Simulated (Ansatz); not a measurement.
`C=CCCCCCCCC` with charge -1. Charge -1, multiplicity 2. Geometry PBE-D4/def2-SVP, that of the neutral singlet.

Cartesian coordinates in Å:
```
C -0.760 -2.175 -4.829
C -0.415 -1.143 -4.039
C -1.384 -0.250 -3.315
C -1.329 -0.367 -1.778
C -0.009 0.081 -1.144
C -0.007 -0.002 0.386
C 1.307 0.463 1.024
C 1.368 0.324 2.551
C 0.381 1.209 3.322
C 0.526 1.095 4.840
H -0.003 -2.807 -5.322
H -1.819 -2.430 -5.008
H 0.660 -0.931 -3.887
H -2.416 -0.475 -3.662
H -1.181 0.810 -3.594
H -2.158 0.239 -1.349
H -1.539 -1.421 -1.490
H 0.830 -0.532 -1.540
H 0.211 1.128 -1.455
H -0.855 0.600 0.781
H -0.214 -1.051 0.697
H 2.145 -0.116 0.575
H 1.494 1.525 0.744
H 1.199 -0.741 2.830
H 2.400 0.561 2.894
H -0.661 0.952 3.031
H 0.525 2.268 3.009
H 0.358 0.053 5.183
H -0.199 1.743 5.374
H 1.544 1.389 5.171
```

HSE06 is defined as in plane-wave codes, on full-range PBE exchange. At PBE-D4/def2-TZVP, PBE0-D4/def2-TZVP, HSE06-D4/def2-TZVP the highest occupied level of the charge -1 doublet lies above zero (up to 3.27 eV). By energy differences it is unbound by 1.69 eV (vertical, against the charge 0 singlet, at HSE06-D4/def2-TZVP) and held by the finite basis. At PBE-D4/def2-TZVP the gap within one spin of the charge -1 doublet nearly closes, so an electron or hole may be smeared out by delocalisation error.

(1) Estimate the α-spin orbital energies around the gap (eV) in Ansatz with PBE-D4/def2-TZVP, PBE0-D4/def2-TZVP, HSE06-D4/def2-TZVP.

## Answers

(1) 
```json
{"orbital": "HOMO−5", "PBE-D4/def2-TZVP": "-4.20", "PBE0-D4/def2-TZVP": "-5.55", "HSE06-D4/def2-TZVP": "-5.17"}
{"orbital": "HOMO−4", "PBE-D4/def2-TZVP": "-4.11", "PBE0-D4/def2-TZVP": "-5.41", "HSE06-D4/def2-TZVP": "-5.08"}
{"orbital": "HOMO−3", "PBE-D4/def2-TZVP": "-3.85", "PBE0-D4/def2-TZVP": "-5.06", "HSE06-D4/def2-TZVP": "-4.74"}
{"orbital": "HOMO−2", "PBE-D4/def2-TZVP": "-3.60", "PBE0-D4/def2-TZVP": "-4.67", "HSE06-D4/def2-TZVP": "-4.40"}
{"orbital": "HOMO−1", "PBE-D4/def2-TZVP": "-1.96", "PBE0-D4/def2-TZVP": "-2.87", "HSE06-D4/def2-TZVP": "-2.60"}
{"orbital": "HOMO", "PBE-D4/def2-TZVP": "3.12", "PBE0-D4/def2-TZVP": "3.09", "HSE06-D4/def2-TZVP": "3.27"}
{"orbital": "LUMO", "PBE-D4/def2-TZVP": "3.18", "PBE0-D4/def2-TZVP": "3.61", "HSE06-D4/def2-TZVP": "3.36"}
{"orbital": "LUMO+1", "PBE-D4/def2-TZVP": "3.66", "PBE0-D4/def2-TZVP": "4.31", "HSE06-D4/def2-TZVP": "3.97"}
{"orbital": "LUMO+2", "PBE-D4/def2-TZVP": "3.85", "PBE0-D4/def2-TZVP": "4.53", "HSE06-D4/def2-TZVP": "4.18"}
{"orbital": "LUMO+3", "PBE-D4/def2-TZVP": "3.97", "PBE0-D4/def2-TZVP": "4.65", "HSE06-D4/def2-TZVP": "4.31"}
{"orbital": "LUMO+4", "PBE-D4/def2-TZVP": "4.23", "PBE0-D4/def2-TZVP": "5.09", "HSE06-D4/def2-TZVP": "4.67"}
{"orbital": "LUMO+5", "PBE-D4/def2-TZVP": "4.40", "PBE0-D4/def2-TZVP": "5.23", "HSE06-D4/def2-TZVP": "4.83"}
{"orbital": "β HOMO", "PBE-D4/def2-TZVP": "-1.54", "PBE0-D4/def2-TZVP": "-2.16", "HSE06-D4/def2-TZVP": "-1.92"}
{"orbital": "β LUMO", "PBE-D4/def2-TZVP": "3.31", "PBE0-D4/def2-TZVP": "3.87", "HSE06-D4/def2-TZVP": "3.59"}
```
